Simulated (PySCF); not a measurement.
Spectrum to structure. Level of theory: TDDFT CAM-B3LYP/def2-SVPD, vertical, gas phase, core orbitals frozen in the response (PySCF 2.14.0, density-fitted response routines). Geometries: GFN2-xTB, one conformer each.

| state | λ (nm) | f |
| --- | --- | --- |
| S1 | 230.3 | 0.0033 |
| S2 | 208.9 | 0.0005 |
| S3 | 195.7 | 0.0029 |
| S4 | 190.9 | 0.0005 |
| S5 | 175.6 | 0.010 |
| S6 | 171.8 | 0.0031 |
| S7 | 161.5 | 0.031 |
| S8 | 155.6 | 0.022 |

Orbital energies (eV): HOMO-3 -10.14, HOMO-2 -10.06, HOMO-1 -9.89, HOMO -8.94, LUMO 0.33, LUMO+1 1.02, LUMO+2 1.15.

Question: Which structure fits? All have the formula C4H7NOSi.
A. `C=C([SiH3])/C=N/C=O`
B. `[H]/N=C\CO[SiH2]C#C`
C. `C=CCO[SiH2]C#N`
D. `[SiH3]O/C(C#N)=C/C`
E. `C[SiH2]c1cnoc1`

Answer: B. Its S1 lies at 5.38 eV; the nearest of the others has S1 at 5.89 eV. S1 is HOMO→LUMO+2 (70%), HOMO→LUMO+3 (25%). Löwdin shares by element: HOMO nitrogen 60%, carbon 23% or more, hydrogen 8% or more; LUMO carbon 42% or more, silicon 26%, hydrogen 7% or more (atoms not listed hold the other 25%). At the same level the other candidates give, for their lowest levels:
- `C/C=C(\C#N)O[SiH3]`: 211 nm (f 0.281); 198 nm (f 0.001); 188 nm (f 0.003); 175 nm (f 0.000); 170 nm (f 0.001); T1 3.53 eV; HOMO -8.67, LUMO -0.06 eV
- `C[SiH2]c1cnoc1`: 193 nm (f 0.007); 191 nm (f 0.083); 174 nm (f 0.013); 166 nm (f 0.011); 162 nm (f 0.215); T1 4.30 eV; HOMO -9.10, LUMO 0.48 eV
- `C=CCO[SiH2]C#N`: 183 nm (f 0.007); 178 nm (f 0.003); 170 nm (f 0.004); 166 nm (f 0.007); 164 nm (f 0.082); T1 4.53 eV; HOMO -9.17, LUMO 0.05 eV
- `C=C([SiH3])/C=N/C=O`: 301 nm (f 0.002); 241 nm (f 0.006); 230 nm (f 0.004); 225 nm (f 0.259); 203 nm (f 0.008); T1 3.28 eV; HOMO -8.97, LUMO -1.16 eV

Shape of the structure used: `[H]/[N:7]=[CH:6]\[CH2:5][O:4][SiH2:3][C:2]#[CH:1]`: C2–Si3–O4–C5 57°, Si3–O4–C5–C6 -179°, O4–C5–C6–N7 2°.
Triplets come from the Tamm–Dancoff approximation.
